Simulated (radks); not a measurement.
The platinum anion Pt2-, [Hg], held by a Watson sphere: a shell of charge +2 at radius R that stands for the Madelung well of a crystal (potential energy -2/R inside, -2/r outside, in hartree with lengths in bohr). Calculated with a radial shooting solver on a logarithmic mesh with Libxc functionals: scalar-relativistic Kohn-Sham, LDA (Slater exchange, Perdew-Wang correlation), spin-unpolarised, spherical densities, finite nucleus; Fermi nuclear charge, rms radius of each element as measured or else 0.836 A^(1/3) + 0.57 fm.

| R (bohr) | e(5p) (eV) | e(6s) (eV) | e(5d) (eV) | <r> 5d (bohr) | sum of <r^2> (bohr^2) | X-ray form factor at sin(theta)/lambda = 0.2 1/angstrom |
|---|---|---|---|---|---|---|
| 3.54 | -53.873 | -6.037 | -4.666 | 1.869 | 86.78 | 66.109 |
| 4.3 | -52.924 | -4.962 | -3.563 | 1.906 | 93.52 | 66.104 |
| 4.82 | -52.380 | -4.327 | -2.955 | 1.926 | 98.03 | 66.117 |
| 5.49 | -51.794 | -3.637 | -2.317 | 1.947 | 103.9 | 66.135 |
| 5.79 | -51.569 | -3.370 | -2.077 | 1.956 | 106.6 | 66.142 |
| 5.8 | -51.562 | -3.362 | -2.069 | 1.956 | 106.7 | 66.142 |
| 6.56 | -51.089 | -2.793 | -1.566 | 1.979 | 113.9 | 66.155 |
